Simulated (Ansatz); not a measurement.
## Molecular dynamics of Cl₂GaH

Input file:

```yaml
crystal:
  periodic: [false, false, false]
  atoms:
    - { symbol: Ga, position_ang: [-0.298824, 0.0, 0.514527] }
    - { symbol: H, position_ang: [1.00706, 0.0, 1.489099] }
    - { symbol: Cl, position_ang: [2.176847, 0.0, 0.08607] }
    - { symbol: Cl, position_ang: [-1.507582, 0.0, -1.294496] }
basis:
  gaussian: { orbitals: def2-SVP }
hamiltonian:
  xc: revpbe
md:
  timestep: 0.5
  n_steps: 200
  ensemble: nve
  temperature: 300.0
  initial_velocities: maxwell_boltzmann
  seed: 9899
```

Launched with:

```bash
$ ansatz run input.yaml --threads 1 --pin off --max-ram 2048MiB --backend cpu --events-out ev --progress --plain --runs-dir out
```

It starts at the highest image of a converged band. Of that band: Neighbouring images differ by up to 1.2 eV, so the band resolves the path poorly. A vibrational analysis at the climbing image gives one clearly imaginary mode, 907i cm⁻¹: a first-order saddle point.

Output, in part (one step line in 3, the closing report, with atoms numbered from 0):

```
md step     0: t =     0.00 fs  T =   300.0 K  F+E_penalty+E_count = -77417.49396323 eV  E_kin = 0.077556 eV  conserved = -77417.41640723 eV  (28 SCF iters)
md step     3: t =     1.50 fs  T =   279.6 K  F+E_penalty+E_count = -77417.48867194 eV  E_kin = 0.072282 eV  conserved = -77417.41639038 eV  (26 SCF iters)
md step     6: t =     3.00 fs  T =   236.8 K  F+E_penalty+E_count = -77417.47750435 eV  E_kin = 0.061226 eV  conserved = -77417.41627821 eV  (26 SCF iters)
md step     9: t =     4.50 fs  T =   231.4 K  F+E_penalty+E_count = -77417.47599716 eV  E_kin = 0.059824 eV  conserved = -77417.41617333 eV  (26 SCF iters)
md step    12: t =     6.00 fs  T =   315.1 K  F+E_penalty+E_count = -77417.49767057 eV  E_kin = 0.081462 eV  conserved = -77417.41620830 eV  (25 SCF iters)
md step    15: t =     7.50 fs  T =   472.2 K  F+E_penalty+E_count = -77417.53840684 eV  E_kin = 0.122079 eV  conserved = -77417.41632812 eV  (25 SCF iters)
md step    18: t =     9.00 fs  T =   647.1 K  F+E_penalty+E_count = -77417.58365784 eV  E_kin = 0.167291 eV  conserved = -77417.41636708 eV  (25 SCF iters)
md step    21: t =    10.50 fs  T =   823.9 K  F+E_penalty+E_count = -77417.62926638 eV  E_kin = 0.212984 eV  conserved = -77417.41628235 eV  (27 SCF iters)
md step    24: t =    12.00 fs  T =  1052.2 K  F+E_penalty+E_count = -77417.68815483 eV  E_kin = 0.272002 eV  conserved = -77417.41615267 eV  (25 SCF iters)
md step    27: t =    13.50 fs  T =  1409.0 K  F+E_penalty+E_count = -77417.78032507 eV  E_kin = 0.364251 eV  conserved = -77417.41607447 eV  (25 SCF iters)
md step    30: t =    15.00 fs  T =  1947.9 K  F+E_penalty+E_count = -77417.91968510 eV  E_kin = 0.503575 eV  conserved = -77417.41610961 eV  (26 SCF iters)
md step    33: t =    16.50 fs  T =  2665.0 K  F+E_penalty+E_count = -77418.10521848 eV  E_kin = 0.688946 eV  conserved = -77417.41627278 eV  (26 SCF iters)
md step    36: t =    18.00 fs  T =  3490.3 K  F+E_penalty+E_count = -77418.31881428 eV  E_kin = 0.902305 eV  conserved = -77417.41650955 eV  (25 SCF iters)
md step    39: t =    19.50 fs  T =  4312.6 K  F+E_penalty+E_count = -77418.53163362 eV  E_kin = 1.114891 eV  conserved = -77417.41674238 eV  (25 SCF iters)
md step    42: t =    21.00 fs  T =  5017.4 K  F+E_penalty+E_count = -77418.71404141 eV  E_kin = 1.297093 eV  conserved = -77417.41694793 eV  (24 SCF iters)
md step    45: t =    22.50 fs  T =  5508.2 K  F+E_penalty+E_count = -77418.84109547 eV  E_kin = 1.423985 eV  conserved = -77417.41711081 eV  (24 SCF iters)
md step    48: t =    24.00 fs  T =  5724.2 K  F+E_penalty+E_count = -77418.89697411 eV  E_kin = 1.479812 eV  conserved = -77417.41716179 eV  (24 SCF iters)
md step    51: t =    25.50 fs  T =  5667.2 K  F+E_penalty+E_count = -77418.88217049 eV  E_kin = 1.465097 eV  conserved = -77417.41707331 eV  (25 SCF iters)
md step    54: t =    27.00 fs  T =  5406.1 K  F+E_penalty+E_count = -77418.81448520 eV  E_kin = 1.397576 eV  conserved = -77417.41690905 eV  (24 SCF iters)
md step    57: t =    28.50 fs  T =  5040.7 K  F+E_penalty+E_count = -77418.71986356 eV  E_kin = 1.303112 eV  conserved = -77417.41675206 eV  (24 SCF iters)
md step    60: t =    30.00 fs  T =  4660.4 K  F+E_penalty+E_count = -77418.62144466 eV  E_kin = 1.204795 eV  conserved = -77417.41664932 eV  (25 SCF iters)
md step    63: t =    31.50 fs  T =  4320.6 K  F+E_penalty+E_count = -77418.53357441 eV  E_kin = 1.116963 eV  conserved = -77417.41661140 eV  (25 SCF iters)
md step    66: t =    33.00 fs  T =  4037.3 K  F+E_penalty+E_count = -77418.46035539 eV  E_kin = 1.043715 eV  conserved = -77417.41664063 eV  (25 SCF iters)
md step    69: t =    34.50 fs  T =  3785.4 K  F+E_penalty+E_count = -77418.39536094 eV  E_kin = 0.978614 eV  conserved = -77417.41674691 eV  (25 SCF iters)
md step    72: t =    36.00 fs  T =  3497.1 K  F+E_penalty+E_count = -77418.32100345 eV  E_kin = 0.904081 eV  conserved = -77417.41692206 eV  (25 SCF iters)
md step    75: t =    37.50 fs  T =  3079.1 K  F+E_penalty+E_count = -77418.21301430 eV  E_kin = 0.796022 eV  conserved = -77417.41699265 eV  (24 SCF iters)
md step    78: t =    39.00 fs  T =  2519.3 K  F+E_penalty+E_count = -77418.06786539 eV  E_kin = 0.651292 eV  conserved = -77417.41657353 eV  (24 SCF iters)
md step    81: t =    40.50 fs  T =  2060.8 K  F+E_penalty+E_count = -77417.94855823 eV  E_kin = 0.532764 eV  conserved = -77417.41579417 eV  (25 SCF iters)
md step    84: t =    42.00 fs  T =  2082.8 K  F+E_penalty+E_count = -77417.95422748 eV  E_kin = 0.538443 eV  conserved = -77417.41578473 eV  (24 SCF iters)
md step    87: t =    43.50 fs  T =  2589.6 K  F+E_penalty+E_count = -77418.08606209 eV  E_kin = 0.669462 eV  conserved = -77417.41659963 eV  (24 SCF iters)
md step    90: t =    45.00 fs  T =  3191.0 K  F+E_penalty+E_count = -77418.24202325 eV  E_kin = 0.824936 eV  conserved = -77417.41708754 eV  (25 SCF iters)
md step    93: t =    46.50 fs  T =  3618.6 K  F+E_penalty+E_count = -77418.35254293 eV  E_kin = 0.935491 eV  conserved = -77417.41705215 eV  (24 SCF iters)
md step    96: t =    48.00 fs  T =  3874.6 K  F+E_penalty+E_count = -77418.41853644 eV  E_kin = 1.001657 eV  conserved = -77417.41687900 eV  (23 SCF iters)
md step    99: t =    49.50 fs  T =  4059.0 K  F+E_penalty+E_count = -77418.46608667 eV  E_kin = 1.049334 eV  conserved = -77417.41675231 eV  (23 SCF iters)
md step   102: t =    51.00 fs  T =  4256.3 K  F+E_penalty+E_count = -77418.51703898 eV  E_kin = 1.100343 eV  conserved = -77417.41669646 eV  (24 SCF iters)
md step   105: t =    52.50 fs  T =  4508.7 K  F+E_penalty+E_count = -77418.58230300 eV  E_kin = 1.165586 eV  conserved = -77417.41671665 eV  (24 SCF iters)
md step   108: t =    54.00 fs  T =  4810.5 K  F+E_penalty+E_count = -77418.66042489 eV  E_kin = 1.243605 eV  conserved = -77417.41681944 eV  (24 SCF iters)
md step   111: t =    55.50 fs  T =  5105.2 K  F+E_penalty+E_count = -77418.73679331 eV  E_kin = 1.319809 eV  conserved = -77417.41698448 eV  (23 SCF iters)
md step   114: t =    57.00 fs  T =  5296.6 K  F+E_penalty+E_count = -77418.78642622 eV  E_kin = 1.369286 eV  conserved = -77417.41714028 eV  (24 SCF iters)
md step   117: t =    58.50 fs  T =  5285.3 K  F+E_penalty+E_count = -77418.78354750 eV  E_kin = 1.366362 eV  conserved = -77417.41718528 eV  (24 SCF iters)
md step   120: t =    60.00 fs  T =  5021.8 K  F+E_penalty+E_count = -77418.71530833 eV  E_kin = 1.298229 eV  conserved = -77417.41707884 eV  (23 SCF iters)
md step   123: t =    61.50 fs  T =  4533.6 K  F+E_penalty+E_count = -77418.58890730 eV  E_kin = 1.172022 eV  conserved = -77417.41688557 eV  (23 SCF iters)
md step   126: t =    63.00 fs  T =  3906.1 K  F+E_penalty+E_count = -77418.42646159 eV  E_kin = 1.009796 eV  conserved = -77417.41666557 eV  (23 SCF iters)
md step   129: t =    64.50 fs  T =  3252.5 K  F+E_penalty+E_count = -77418.25726860 eV  E_kin = 0.840841 eV  conserved = -77417.41642785 eV  (26 SCF iters)
md step   132: t =    66.00 fs  T =  2696.8 K  F+E_penalty+E_count = -77418.11340240 eV  E_kin = 0.697188 eV  conserved = -77417.41621475 eV  (24 SCF iters)
md step   135: t =    67.50 fs  T =  2346.5 K  F+E_penalty+E_count = -77418.02270725 eV  E_kin = 0.606613 eV  conserved = -77417.41609386 eV  (25 SCF iters)
md step   138: t =    69.00 fs  T =  2259.6 K  F+E_penalty+E_count = -77418.00024302 eV  E_kin = 0.584147 eV  conserved = -77417.41609618 eV  (24 SCF iters)
md step   141: t =    70.50 fs  T =  2429.7 K  F+E_penalty+E_count = -77418.04434308 eV  E_kin = 0.628136 eV  conserved = -77417.41620737 eV  (26 SCF iters)
md step   144: t =    72.00 fs  T =  2794.7 K  F+E_penalty+E_count = -77418.13885583 eV  E_kin = 0.722488 eV  conserved = -77417.41636765 eV  (26 SCF iters)
md step   147: t =    73.50 fs  T =  3270.6 K  F+E_penalty+E_count = -77418.26197827 eV  E_kin = 0.845524 eV  conserved = -77417.41645403 eV  (24 SCF iters)
md step   150: t =    75.00 fs  T =  3814.1 K  F+E_penalty+E_count = -77418.40241251 eV  E_kin = 0.986032 eV  conserved = -77417.41638013 eV  (26 SCF iters)
md step   153: t =    76.50 fs  T =  4447.0 K  F+E_penalty+E_count = -77418.56603176 eV  E_kin = 1.149630 eV  conserved = -77417.41640216 eV  (24 SCF iters)
md step   156: t =    78.00 fs  T =  5134.2 K  F+E_penalty+E_count = -77418.74411855 eV  E_kin = 1.327294 eV  conserved = -77417.41682441 eV  (25 SCF iters)
md step   159: t =    79.50 fs  T =  5674.9 K  F+E_penalty+E_count = -77418.88435476 eV  E_kin = 1.467071 eV  conserved = -77417.41728373 eV  (25 SCF iters)
md step   162: t =    81.00 fs  T =  5867.5 K  F+E_penalty+E_count = -77418.93420868 eV  E_kin = 1.516879 eV  conserved = -77417.41732990 eV  (25 SCF iters)
md step   165: t =    82.50 fs  T =  5707.3 K  F+E_penalty+E_count = -77418.89250717 eV  E_kin = 1.475443 eV  conserved = -77417.41706385 eV  (25 SCF iters)
md step   168: t =    84.00 fs  T =  5343.4 K  F+E_penalty+E_count = -77418.79813996 eV  E_kin = 1.381375 eV  conserved = -77417.41676546 eV  (24 SCF iters)
md step   171: t =    85.50 fs  T =  4942.6 K  F+E_penalty+E_count = -77418.69432937 eV  E_kin = 1.277754 eV  conserved = -77417.41657512 eV  (25 SCF iters)
md step   174: t =    87.00 fs  T =  4611.9 K  F+E_penalty+E_count = -77418.60878624 eV  E_kin = 1.192269 eV  conserved = -77417.41651747 eV  (24 SCF iters)
md step   177: t =    88.50 fs  T =  4382.0 K  F+E_penalty+E_count = -77418.54940882 eV  E_kin = 1.132823 eV  conserved = -77417.41658543 eV  (25 SCF iters)
md step   180: t =    90.00 fs  T =  4209.7 K  F+E_penalty+E_count = -77418.50505383 eV  E_kin = 1.088288 eV  conserved = -77417.41676587 eV  (25 SCF iters)
md step   183: t =    91.50 fs  T =  3987.4 K  F+E_penalty+E_count = -77418.44782974 eV  E_kin = 1.030827 eV  conserved = -77417.41700276 eV  (25 SCF iters)
md step   186: t =    93.00 fs  T =  3577.1 K  F+E_penalty+E_count = -77418.34187454 eV  E_kin = 0.924751 eV  conserved = -77417.41712369 eV  (24 SCF iters)
md step   189: t =    94.50 fs  T =  2902.1 K  F+E_penalty+E_count = -77418.16714569 eV  E_kin = 0.750262 eV  conserved = -77417.41688403 eV  (24 SCF iters)
md step   192: t =    96.00 fs  T =  2063.3 K  F+E_penalty+E_count = -77417.94974578 eV  E_kin = 0.533409 eV  conserved = -77417.41633708 eV  (25 SCF iters)
md step   195: t =    97.50 fs  T =  1307.4 K  F+E_penalty+E_count = -77417.75399375 eV  E_kin = 0.337991 eV  conserved = -77417.41600235 eV  (25 SCF iters)
md step   198: t =    99.00 fs  T =   795.4 K  F+E_penalty+E_count = -77417.62171444 eV  E_kin = 0.205617 eV  conserved = -77417.41609703 eV  (26 SCF iters)
md step   200: t =   100.00 fs  T =   577.3 K  F+E_penalty+E_count = -77417.56546255 eV  E_kin = 0.149244 eV  conserved = -77417.41621821 eV  (27 SCF iters)
Total energy: -77417.56550255 eV, -2845.0430567082 hartree
Atom 0 at    -0.329026    -0.000893     0.618017 Å, force     2.292898     0.020622    -1.451907 eV/Å
Atom 1 at    -1.781803     0.015466     1.164622 Å, force     0.167227     0.004064     1.494645 eV/Å
Atom 2 at     2.146594     0.006329    -0.121835 Å, force    -2.351084    -0.009416     1.195378 eV/Å
Atom 3 at    -1.338629    -0.005013    -1.280909 Å, force    -0.109040    -0.015270    -1.238116 eV/Å
Dipole moment:    -0.330216    -0.002699     0.587626 e Å
```

All steps were run. The conserved energy stayed within 0.24 meV per atom of its start (net change 0.047 meV per atom), so the integration is sound. The kinetic energy rose, since the run started high on the potential surface and went downhill. A run of 0.1 ps of so small a system gives no equilibrium averages. The orbitals stay closed-shell, which can raise the energy where a bond breaks towards radicals; this wasn't checked here.

Between its relaxed ends the band would form H2–Cl3 and break Ga1–H2, Ga1–Cl3. These pairs go: H2–Cl3 1.83 → 4.13 Å, Ga1–H2 1.63 → 1.55 Å, Ga1–Cl3 2.51 → 2.58 Å. In the last frame they stand as before the step (other bonds may differ from the relaxed reactants and products). It ends as one piece, Cl2GaH. Pairs count as bonded within 1.25 times the sum of covalent radii (0.12 Å more for H–H).

Last frame:

```xyz
4
Properties=species:S:1:pos:R:3
Ga -0.329 -0.001 0.618
H -1.782 0.015 1.165
Cl 2.147 0.006 -0.122
Cl -1.339 -0.005 -1.281
```

Run time: 5.1 min on 1 thread of Arm Neoverse V1, with other jobs on the host, peak memory 0.12 GiB.
